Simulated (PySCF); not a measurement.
# Low-lying terms of N³⁺ (nitrogen, charge +3)

Ground state [He] 2s2, ¹S. Computed with PySCF 2.14 in aug-cc-pVDZ with one added diffuse shell each of s, p, d type (5s4p3d, 32 functions), with the non-relativistic Hamiltonian (point nucleus). Vertical excitation energies in eV without spin-orbit coupling; excited terms of each kind are numbered among those the solver found. Frozen: nothing.

```csv
term,leading excitation,EOM-EE-CCSD
1 3P°,2s → p,8.448
1 1P°,2s → p,16.767
1 3S,2s → s,47.615
```

Only the lower part of the computed list is shown. Doubly excited terms such as np² are absent. The solver can miss terms.
